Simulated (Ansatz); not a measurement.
Molecule: sum formula Si2N2H8, charge 0, multiplicity 1. SMILES: [SiH2](N[SiH3])N
Structure (B3LYP-D3(BJ)/def2-TZVP (Ansatz, a program for electronic structure) minimum search):
```
N
H 1 1.0124
Si 1 1.7254 2 114.62
N 3 1.7156 1 110.03 2 -51.02
H 4 1.0070 3 120.75 1 145.34
H 4 1.0075 5 111.95 3 -155.47
Si 1 1.7293 2 115.45 3 175.96
H 7 1.4791 1 108.40 2 160.13
H 7 1.4836 8 110.01 1 119.63
H 3 1.4836 4 103.92 5 22.74
H 3 1.4838 10 108.95 4 124.54
H 7 1.4856 8 108.21 9 116.86
```

Quantity: vertical triplet-singlet gap (E(triplet) - E(singlet); each state is the SCF solution reached for its spin), in kcal/mol. Valence correlation only, unless marked. UHF or UKS for open shells. No spin-orbit coupling. Non-relativistic. Basis-set limits of correlation are two-point, X^-3; Hartree-Fock from the larger set. [CCSD(T)-MP2]/basis is that difference in the basis named.

```csv
level,program,vertical triplet-singlet gap (kcal/mol),minus last row
HF/aug-cc-pV(D+d)Z,Ansatz,118.0,-24.4
HF/aug-cc-pV(T+d)Z,Ansatz,118.0,-24.4
PBE/def2-TZVPD,Ansatz,123.6,-18.8
PBE0/def2-TZVPD,Ansatz,135.1,-7.3
BHLYP/def2-TZVPD,Ansatz,141.2,-1.2
CAM-B3LYP/def2-TZVPD,Ansatz,142.2,-0.2
wB97X-V/def2-TZVPD,Ansatz,148.7,6.3
B2PLYP/def2-TZVPD,Ansatz,142.2,-0.2
MP2/aug-cc-pV(D+d)Z,Ansatz,143.6,1.2
RI-MP2/aug-cc-pV(T+d)Z,Ansatz,146.8,4.4
"RI-MP2/CBS(aug-cc-pV(T+d)Z,aug-cc-pV(Q+d)Z)",Ansatz,148.9,6.5
SCS-MP2/aug-cc-pV(D+d)Z,Ansatz,143.8,1.4
CCSD/aug-cc-pV(D+d)Z,Ansatz,137.2,-5.2
CCSD(T)/aug-cc-pV(T+d)Z,Ansatz,140.3,-2.1
"RI-MP2/CBS(aug-cc-pV(T+d)Z,aug-cc-pV(Q+d)Z)+[CCSD(T)-MP2]/aug-cc-pV(T+d)Z",Ansatz,142.4,0.0
```
